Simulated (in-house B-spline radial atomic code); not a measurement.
How numerical settings move a run on the arsenic ion As⁷⁺, [Ar] 3d8. Computed with an all-electron radial atomic-structure program (B-spline basis): Dirac-Kohn-Sham PBE, spherical fractional occupations, Fermi nucleus of rms radius 4.0968 fm.

Command:
```bash
python run_scf.py task.json out
```
Settings of the sound reference run:
```
Z                33
electrons        26
configuration    [Ar] 3d8
hamiltonian      dirac
method           pbe,pbe
spin_polarised   False
nucleus          fermi
rms_radius       4.0968
mass_number      75
atomic_mass      74.92159
speed_of_light   137.036
knot_spacing     0.22
spline_order     8
gauss_points     12
box_radius       7.79
max_iterations   70
damping          0.5
damped_steps     3
diis_vectors     10
tolerance        1e-08
start            Thomas-Fermi
```

Cost of the run: 1.4 s on 1 thread of Arm Neoverse N1 (shared host).

It converges in 9 iterations to -2244.654908 hartree, with 3d5/2 at -167.325 eV. The other runs change the listed settings, some to values that make no sense; their results aren't properties of the atom or ion. Radii are in bohr (the nuclear one in fm), a minus after a letter asks for a j subshell, and «unchanged» means within 1e-8 hartree. The run stops when the residual is below 10 × tolerance × max(1, Z/10), or a noise floor if that is larger, and the energy moves by less than 1e-8 × √|E| hartree; so very loose and very tight tolerances often act alike.

| changed settings | outcome |
| --- | --- |
| tolerance = 1e-06 | converged in 8 iterations, energy unchanged, 3d5/2 level -5.9e-05 eV |
| box_radius = 1.56, max_iterations = 50, damping = 0, damped_steps = 8, tolerance = 0.01 | converged in 12 iterations, energy +1.03e+00 hartree from the reference, 3d5/2 level +1.0e+01 eV (the program warns: 3d5/2 reaches the box edge; 3s1/2 reaches the box edge) |
| knot_spacing = 0.3, max_iterations = 50, damping = 0.95, tolerance = 1e-05 | converged in 9 iterations, energy +1.57e-05 hartree from the reference, 3d5/2 level -2.4e-04 eV |
| damped_steps = 1 | converged in 8 iterations, energy unchanged, 3d5/2 level -7.8e-06 eV |
| method = hf, spin_polarised = True | stopped with error: spin polarisation is not served with the Dirac Hamiltonian |
| damped_steps = 8 | converged in 12 iterations, energy unchanged, 3d5/2 level -2.0e-05 eV |
| electrons = 27, configuration = [Ar] 3d8 3f1, max_iterations = 60 | stopped with error: there is no 3f shell |
| damped_steps = 0 | converged in 7 iterations, energy unchanged, 3d5/2 level -2.6e-05 eV |
| damping = 0.2 | converged in 9 iterations, energy unchanged, 3d5/2 level +2.7e-06 eV |
| damping = 0.95 | converged in 10 iterations, energy unchanged, 3d5/2 level -4.0e-06 eV |
| gauss_points = 3, box_radius = 1.17, first_knot = 0.00303, max_iterations = 75 | converged in 8 iterations, energy -5.07e+04 hartree from the reference, 3d5/2 level +6.4e+01 eV (the program warns: 3d5/2 reaches the box edge; 2s1/2 reaches the box edge) |
| max_iterations = 50, diis_vectors = 4, tolerance = 1e-10 | converged in 9 iterations, energy unchanged, 3d5/2 level -3.6e-06 eV |

What happens with damping = 0.8?

Converged in 9 iterations, energy unchanged, 3d5/2 level +5.0e-06 eV.

What happens with damping = 0?

Converged in 10 iterations, energy unchanged, 3d5/2 level -1.7e-06 eV.

What happens with electrons = 27, configuration = [Ar] 3d8 4p-1, max_iterations = 60?

Converged in 9 iterations to -2247.7662 hartree, a different physical problem.

What happens with first_knot = 0.0909, max_iterations = 2?

Not converged after 2 iterations, last residual 9.6e-01, last energy +1.70e+01 hartree from the reference.
